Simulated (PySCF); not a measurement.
**Si2H3SF**

The system: Si2H3SF, a silylene (divalent Si1, bonded to 1 F + 1 S); neutral, singlet. The structure, one conformer, was relaxed in the gas phase by PBE0-D3(BJ)/def2-SVP. No frequency run checks that it is a minimum.

SMILES: F[Si]S[SiH3]

```xyz
7

Si    1.824   -0.185   -1.648
F     1.093   -1.520   -1.013
S     0.728    1.364   -0.626
Si   -0.662    0.238    0.604
H    -1.459    1.270    1.323
H    -1.563   -0.590   -0.245
H     0.070   -0.611    1.582
```
(Å; atoms numbered from 1)

Shieldings: GIAO PBE0/pcSseg-2. Shifts are against computed references at the same level: H TMS (σ 31.24 ppm), Si TMS (σ 341.3 ppm). Core levels by delta-SCF with SCAN, pcX-2 on the ionised atom and pcseg-1 elsewhere, spin-free X2C (2p3/2 is the spin-free 2p value less a third of a first-order spin-orbit splitting); from the vacuum level, for chosen atoms.

**Question.** Give the NMR and core-level values of the distinct atoms.

**Answer.** 
```csv
atoms,bonded to,σ (ppm),δ (ppm),core level (eV)
Si1,1 F + 1 S,94.9,246.4,2p3/2 108.37
F2,1 Si,124.4,-,1s 692.26
S3,2 Si,402.8,-,2p3/2 168.88
Si4,1 S + 3 H,405.1,-63.8,2p3/2 107.49
H5 H6 H7,1 Si,26.46,4.78,-
```

Values are those of this one static structure, with the three H of a rotating XH3 group averaged; atoms that internal rotation interchanges would show their mean in an NMR spectrum.

**Question.** Which of Si1, Si4 holds its core electrons tightest, and by how much against the loosest?

**Answer.** Si1 (bonded to 1 F + 1 S), by 0.89 eV over Si4 (bonded to 1 S + 3 H).

**Question.** By CAM-B3LYP/def2-SVPD (TDDFT singlets, Tamm-Dancoff triplets, ionisation by delta-SCF), where does absorption start, and what does vertical ionisation take?

**Answer.** The lowest singlet lies at 4.03 eV (f 0.034), the strongest of the first 6 at 7.02 eV (f 0.127), the lowest triplet at 2.59 eV; vertical ionisation takes 9.67 eV.

The 3 runs behind this took 2 min in all, one thread each of Arm Neoverse N1 on a shared host, launched as `OMP_NUM_THREADS=1 python cluster_run.py task.json out`.
